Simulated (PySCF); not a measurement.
## Computed NMR parameters against published values

Structure with atom numbers: `[CH3:1][CH:2]([CH3:3])[S:4](=[O:5])(=[O:6])[OH:7]`. Each H is labelled by its parent atom.

How the numbers were obtained: GIAO PBE0/pcSseg-1 shieldings, coordinates at the PBE0-D3(BJ)/def2-SVP level, in PySCF 2.14 (non-relativistic, fast rotation and ring inversion assumed for equivalent nuclei, isolated molecule, one conformer).

Reference values: measured (solution, not stated per compound (mostly CDCl3 or CCl4); Pretsch, Buehlmann, Badertscher, Structure Determination of Organic Compounds, 4th ed. (2009)).
```json
{"atoms": "C2", "quantity": "δ $^{13}$C", "reference": "52.9", "computed": "61.4", "computed, scaled": "58.7"}
{"atoms": "C1/C3", "quantity": "δ $^{13}$C", "reference": "16.8", "computed": "17.1", "computed, scaled": "15.8"}
```

Computed shifts are σ(ref) − σ with the named reference compound (TMS for H and C) calculated as an isolated molecule at the same level. The measured values may be among those fitted. Scaled to experiment by linear calibration (H and C: mostly CDCl3 data, vs TMS): $^{13}$C: δ = 177.62 − 0.967σ (rms 1.9 ppm, 903 shifts, 2.3 ppm with the 23 outliers that the fit left out). A few per cent of atoms miss by over 2 rms, more outside the fitted compound classes.

**Question.** How far are the unscaled $^{13}$C shifts from the references?

**Answer.** Mean signed difference +4.40 ppm, mean absolute 4.40 ppm over 2 comparisons; the largest is +8.5 ppm at C2 (sp3 CH bonded to S).

2 of the 4 published NMR values on file for this molecule are compared.
